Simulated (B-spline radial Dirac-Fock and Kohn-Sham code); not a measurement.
What relativity does to the binding energies of Os²⁺

System: Os²⁺ in the configuration [Xe] 4f14 5d6.

Both columns are ΔSCF binding energies of the configuration average from a radial atomic solver: non-relativistic Hartree-Fock with a point nucleus, and Dirac-Fock with a finite nucleus and the Coulomb interaction alone, averaged over the two j levels with weights 2j+1.

```
shell  Hartree-Fock (eV)  Dirac-Fock (eV)  shift (eV)  shift (%)
   1s            67900.4          74278.5    +6378.13      +9.39
   2s            11351.8          13051.7    +1699.83     +14.97
   2p            10873.4          11441.8     +568.43      +5.23
   3s             2674.1           3096.4     +422.25     +15.79
   3p             2450.9           2610.0     +159.13      +6.49
   3d             2038.9           2021.6      -17.37      -0.85
   4s              589.8            694.6     +104.87     +17.78
   4p              494.3            531.7      +37.38      +7.56
   4d              320.3            315.7       -4.61      -1.44
   4f              89.20            78.21      -10.99     -12.32
   5s              104.0            122.0      +17.96     +17.26
   5p              72.97            77.77       +4.80      +6.58
   5d              28.25            27.19       -1.06      -3.74
```

Relativity binds 1s, 2s, 2p, 3s, 3p, 4s, 4p, 5s, 5p more strongly, among those listed most of all 4s in relative terms, and 3d, 4d, 4f, 5d more weakly, because the contracted s and p shells screen the nucleus better.

Values without a named source are computed, but for edge energies of neutral atoms, which are taken from tables.
